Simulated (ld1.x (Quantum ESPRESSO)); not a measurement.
indium, TM: configuration errors across variants

ld1.x (Quantum ESPRESSO) 7.5 input, shortened:

```
&input
   title='In', zed=49., rel=0, dft='PZ', iswitch=3,
   config='[Kr] 4d10 5s2 5p1 5d-2'
 /
 &inputp
   pseudotype=2, tm=.true., lloc=2,
   nlcc=.true., new_core_ps=.true., rcore=1.05
 /
3
5S  1  0   2.00   0.00  2.20  2.20  0.0
5P  2  1   1.00   0.00  2.60  2.60  0.0
5D  3  2  -2.00   0.10  2.45  2.45  0.0
 &test
   configts(1)='5s2 5p1'
 /
```

All-electron excitation energies from the reference (eV): (1) 5s2 5p0 5.656; (2) 5s2 5p0.5 2.080; (3) 5s1 5p2 5.254; (4) 5s2 5p1.3 -0.604; (5) 5s0 5p3 10.730; (6) 5s2 5p1 spin -0.115.

Spin tests fill each open shell by Hund’s rule, majority spin first.

Tests that are not counted but printed errors over 1 eV. “base”: 5s1 5p1 (solver errors, printed error -14.5 eV); 5s1 5p0 (spin-polarised) (solver errors, printed error -2.9 eV); 1 more. “wave 5p (bound): rc 2.60 bohr becomes 5p (bound): rc 1.76 bohr”: 5s1 5p1 (solver errors, printed error -3.9 eV); 5s1 5p0 (spin-polarised) (solver errors, printed error -2.8 eV); 1 more. “wave 5p (bound): rc 2.60 bohr becomes 5p (bound): rc 2.20 bohr”: 5s1 5p1 (solver errors, printed error -4.4 eV); 5s1 5p0 (solver errors, printed error -3.4 eV); 1 more. “wave 5p (bound): rc 2.60 bohr becomes 5p (bound): rc 2.58 bohr”: 5s1 5p1 (solver errors, printed error -14.5 eV); 5s1 5p0 (spin-polarised) (solver errors, printed error -2.9 eV); 1 more. “wave 5p (bound): rc 2.60 bohr becomes 5p (bound): rc 3.00 bohr”: 5s1 5p1 (solver errors, printed error -13.6 eV); 5s1 5p0 (spin-polarised) (solver errors, printed error +8.9 eV); 1 more.

A true bound ghost makes a file unfit for plane-wave use even where its test errors are small: the radial tests pick states by their node count and pass the ghost by. Where a test does run into it, the solver fails or the error is huge.

Errors AE − PS in meV (a dash: test not solved or not reliable):

```csv
change,(1),(2),(3),(4),(5),(6),bound ghosts
base,-7.4,-1.2,-13,-0.2,-58,-0.7,"s, p"
wave 5p (bound): rc 2.60 bohr becomes 5p (bound): rc 1.76 bohr,-8.7,-1.5,-11,-0.2,-52,-1.1,"s, p"
wave 5p (bound): rc 2.60 bohr becomes 5p (bound): rc 2.20 bohr,-7.4,-1.2,-12,-0.2,-55,-0.8,"s, p"
wave 5p (bound): rc 2.60 bohr becomes 5p (bound): rc 2.58 bohr,-7.4,-1.2,-13,-0.2,-58,-0.7,"s, p"
wave 5p (bound): rc 2.60 bohr becomes 5p (bound): rc 3.00 bohr,-8.0,-1.3,-11,-0.2,-48,-1.1,"s, p"
wave 5p (bound): rc 2.60 bohr becomes 5p (bound): rc 3.42 bohr,-10.0,-1.6,-6.7,-0.2,-31,-2.0,"s, p"
```

(1) Give the same row for: wave 5p (bound): rc 2.60 bohr becomes 5p (bound): rc 3.90 bohr.

Results:

(1) -14, -2.1, -1.9, -0.2, -10, -3.0; bound ghosts: s, p. Not counted: 5s1 5p1 (solver errors, printed error -13.2 eV); 5s1 5p0 (spin-polarised) (solver errors, printed error -2.9 eV).
